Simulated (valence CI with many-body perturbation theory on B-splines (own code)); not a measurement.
# E1 line list for Se XXX

Method: valence CI with perturbative core correlation (CI+MBPT): three valence electrons over a frozen Dirac-Fock core [He], radial functions for each j: 11 s, 11 p, 9 d, 7 f, 5 g, 2 h, 1 i, with the one-electron correlation potential Σ1, the two-electron term Σ2, the three-electron term Σ3, Breit, model QED; selected CI, second order for the rest (own B-spline code, finite nucleus).

No measured spectrum was set against this ion. As an estimate, large intervals hold to a few tenths of a per cent, small ones and those within an open d or f shell to about a per cent.

Lines 51 to 100 of 259 in falling wavelength, among levels below 2128.2 eV, chosen from the strongest by gf and those to the six lowest levels. Wavelengths and rates use the calculated energies. Electric multipoles are in the length gauge, E1 and E2 with the static RPA response of the core. Weak lines are less certain than strong ones. Lines between different terms over intervals too small for the method are left out, as are lines whose strength nearly cancels. The highest levels of a list are the least certain.

Levels are named by their leading jj configuration (3d3/2^4 stands for four electrons in 3d with j = 3/2), which in mixed levels can hold well under half, so a name can repeat and another be missing. Letters in brackets count levels of one name in rising energy.

| λ vac (nm) | Upper | Lower | A (s⁻¹) | log gf | Branch % |
| --- | --- | --- | --- | --- | --- |
| 10.20 | (2p1/2 2p3/2^2) J=5/2 | (2s 2p3/2^2) J=5/2 | 1.70e+10 | -0.80 | 31.7 |
| 9.698 | (2p1/2^2 2p3/2) J=3/2 | (2s 2p1/2 2p3/2) J=5/2 | 2.51e+10 | -0.85 | 35.4 |
| 9.650 | (2s 2p3/2^2) J=5/2 | (2s^2 2p3/2) J=3/2 | 1.15e+10 | -1.01 | 100.0 |
| 9.448 | (2p1/2 2p3/2^2) J=3/2 | (2s 2p1/2 2p3/2) J=3/2 [b] | 9.37e+09 | -1.30 | 13.8 |
| 9.046 | (2p3/2^3) J=3/2 | (2s 2p3/2^2) J=3/2 | 5.59e+10 | -0.56 | 53.5 |
| 8.733 | (2p1/2 2p3/2^2) J=5/2 | (2s 2p1/2 2p3/2) J=3/2 [b] | 1.51e+10 | -0.99 | 28.0 |
| 8.720 | (2p1/2 2p3/2 3p3/2) J=5/2 [a] | (2s 2p1/2 3p3/2) J=3/2 [a] | 1.85e+10 | -0.90 | 0.1 |
| 8.664 | (2p1/2^2 2p3/2) J=3/2 | (2s 2p1/2 2p3/2) J=3/2 [a] | 1.53e+10 | -1.16 | 21.6 |
| 8.577 | (2p1/2 2p3/2 3p3/2) J=7/2 | (2s 2p1/2 3p3/2) J=5/2 | 1.64e+10 | -0.84 | 0.1 |
| 8.356 | (2s 2p3/2 3d5/2) J=7/2 [b] | (2s^2 3d5/2) J=5/2 | 3.00e+10 | -0.60 | 0.1 |
| 8.322 | (2p1/2 2p3/2 3p1/2) J=5/2 | (2s 2p1/2 3p1/2) J=3/2 | 1.67e+10 | -0.98 | 0.2 |
| 8.212 | (2p1/2 2p3/2 3s) J=5/2 | (2s 2p1/2 3s) J=3/2 | 1.83e+10 | -0.95 | 0.2 |
| 8.211 | (2s 2p3/2 3p3/2) J=5/2 [b] | (2s^2 3p3/2) J=3/2 | 3.77e+10 | -0.64 | 0.7 |
| 8.169 | (2s 2p3/2 3d3/2) J=5/2 [b] | (2s^2 3d3/2) J=3/2 | 3.10e+10 | -0.73 | 0.0 |
| 8.159 | (2p3/2^2 3s) J=3/2 | (2s 2p3/2 3s) J=3/2 [a] | 2.70e+10 | -0.97 | 0.2 |
| 8.095 | (2s 2p3/2 3d3/2) J=3/2 [b] | (2s^2 3d3/2) J=3/2 | 4.59e+10 | -0.74 | 0.1 |
| 8.061 | (2s 2p3/2 3s) J=1/2 | (2s^2 3s) J=1/2 | 5.25e+10 | -0.99 | 0.4 |
| 8.053 | (2s 2p3/2 3d5/2) J=5/2 [b] | (2s^2 3d5/2) J=5/2 | 4.77e+10 | -0.56 | 0.1 |
| 8.037 | (2s 2p3/2 3p1/2) J=1/2 | (2s^2 3p1/2) J=1/2 | 5.12e+10 | -1.00 | 0.4 |
| 8.028 | (2s 2p3/2 3p3/2) J=3/2 [b] | (2s^2 3p3/2) J=3/2 | 4.49e+10 | -0.76 | 0.5 |
| 8.005 | (2s 2p3/2 3p1/2) J=3/2 [b] | (2s^2 3p1/2) J=1/2 | 4.17e+10 | -0.79 | 0.6 |
| 7.967 | (2s 2p1/2 2p3/2) J=3/2 [b] | (2s^2 2p1/2) J=1/2 | 3.53e+10 | -0.87 | 98.9 |
| 7.949 | (2s 2p3/2 3s) J=3/2 [b] | (2s^2 3s) J=1/2 | 4.20e+10 | -0.80 | 0.5 |
| 7.862 | (2s 2p3/2 3d5/2) J=3/2 [b] | (2s^2 3d5/2) J=5/2 | 5.46e+10 | -0.69 | 0.1 |
| 7.845 | (2s 2p3/2 3d3/2) J=1/2 [b] | (2s^2 3d3/2) J=3/2 | 5.92e+10 | -0.96 | 0.1 |
| 7.802 | (2p3/2^2 3s) J=5/2 | (2s 2p3/2 3s) J=5/2 | 2.02e+10 | -0.96 | 0.2 |
| 7.556 | (2p1/2 2p3/2^2) J=3/2 | (2s 2p1/2 2p3/2) J=5/2 | 4.63e+09 | -1.80 | 6.8 |
| 7.493 | (2p1/2 2p3/2^2) J=1/2 | (2s 2p1/2 2p3/2) J=3/2 [b] | 6.78e+10 | -0.94 | 68.4 |
| 7.461 | (2s 2p1/2 2p3/2) J=1/2 | (2s^2 2p1/2) J=1/2 | 8.00e+10 | -0.87 | 98.1 |
| 7.316 | (2s 2p3/2^2) J=1/2 | (2s^2 2p3/2) J=3/2 | 6.78e+10 | -0.96 | 98.7 |
| 7.256 | (2s 2p3/2^2) J=3/2 | (2s^2 2p3/2) J=3/2 | 9.65e+10 | -0.52 | 92.4 |
| 7.211 | (2p1/2^2 2p3/2) J=3/2 | (2s 2p1/2^2) J=1/2 | 2.61e+10 | -1.09 | 36.9 |
| 7.092 | (2p1/2 2p3/2^2) J=5/2 | (2s 2p1/2 2p3/2) J=5/2 | 1.69e+10 | -1.12 | 31.5 |
| 6.913 | (2p1/2 2p3/2^2) J=3/2 | (2s 2p1/2 2p3/2) J=3/2 [a] | 2.48e+10 | -1.15 | 36.6 |
| 6.202 | (2p3/2^3) J=3/2 | (2s 2p1/2 2p3/2) J=3/2 [b] | 7.35e+09 | -1.77 | 7.0 |
| 5.956 | (2p1/2 2p3/2^2) J=3/2 | (2s 2p1/2^2) J=1/2 | 1.87e+09 | -2.40 | 2.8 |
| 5.675 | (2s 2p3/2^2) J=3/2 | (2s^2 2p1/2) J=1/2 | 7.94e+09 | -1.81 | 7.6 |
| 0.7196 | (2s^2 3p1/2) J=1/2 | (2s 2p1/2 2p3/2) J=3/2 [b] | 4.12e+11 | -2.19 | 73.9 |
| 0.7036 | (2s 2p1/2 3s) J=3/2 | (2s 2p1/2 2p3/2) J=3/2 [b] | 3.34e+11 | -2.00 | 3.5 |
| 0.7030 | (2p3/2^2 3s) J=3/2 | (2p3/2^3) J=3/2 | 5.42e+12 | -0.79 | 42.5 |
| 0.7008 | (2s^2 3p3/2) J=3/2 | (2s 2p1/2 2p3/2) J=5/2 | 2.90e+11 | -2.07 | 39.3 |
| 0.7001 | (2p1/2 2p3/2 3s) J=5/2 | (2p1/2 2p3/2^2) J=5/2 | 2.35e+12 | -0.98 | 26.7 |
| 0.6994 | (2s 2p1/2 3s) J=1/2 [b] | (2s 2p1/2 2p3/2) J=3/2 [b] | 3.96e+12 | -1.24 | 63.6 |
| 0.6977 | (2p1/2 2p3/2 3s) J=3/2 [b] | (2p1/2 2p3/2^2) J=5/2 | 4.57e+12 | -0.88 | 41.4 |
| 0.6946 | (2s 2p3/2 3s) J=3/2 [b] | (2s 2p3/2^2) J=3/2 | 3.86e+12 | -0.95 | 46.3 |
| 0.6922 | (2s 2p3/2 3s) J=3/2 [a] | (2s 2p3/2^2) J=5/2 | 5.97e+12 | -0.77 | 62.1 |
| 0.6908 | (2s 2p1/2 3s) J=3/2 | (2s 2p1/2 2p3/2) J=5/2 | 4.59e+12 | -0.88 | 47.6 |
| 0.6889 | (2s^2 3s) J=1/2 | (2s^2 2p3/2) J=3/2 | 6.10e+12 | -1.06 | 69.0 |
| 0.6883 | (2s 2p1/2 3s) J=1/2 [a] | (2s 2p1/2 2p3/2) J=3/2 [a] | 6.94e+12 | -1.01 | 78.7 |
| 0.6849 | (2s 2p1/2 3s) J=3/2 | (2s 2p1/2 2p3/2) J=3/2 [a] | 7.89e+11 | -1.65 | 8.2 |
